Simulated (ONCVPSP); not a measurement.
Configuration tests for Hf (ONCV)

- Element: Hf (Z = 72)
- Generator: ONCVPSP 4.0.1
- Type: optimised norm-conserving Vanderbilt (ONCV)
- Functional: Wu-Cohen
- Relativity: scalar-relativistic
- Frozen core: [Kr] 4d10 4f14
- Valence charge: 12
- Reference configuration: 5s2 5p6 5d2 6s2
- Partial waves: 5s+6s: rc 1.60 bohr, ncon 4, nbas 7, qcut 8.2 1/bohr, 3 projectors, debl 2.5 Ha; 5p: rc 1.70 bohr, ncon 4, nbas 9, qcut 9.4 1/bohr, 3 projectors, debl 2.2 Ha; 5d: rc 3.25 bohr, ncon 4, nbas 9, qcut 5.6 1/bohr, 2 projectors, debl 3.7 Ha
- Local potential: polynomial inside 1.40 bohr (lpopt 5, dvloc0 0 Ha)
- Core correction: none

Energies are relative to the spin-unpolarised reference configuration 5s2 5p6 5d2 6s2; without spin polarisation the order of configurations can differ from experiment. Not all tests gave a result: 1 of 4 tests not solved or not reliable.

```csv
valence configuration,charge,ΔE all-electron (eV),error AE − PS (meV)
5s2 5p6 5d2 6s1,+1,8.022,-2.5
5s2 5p6 5d2 6s0,+2,22.152,+0.4
5s2 5p6 5d2 6s0 6p2,0,7.967,+0.7
```
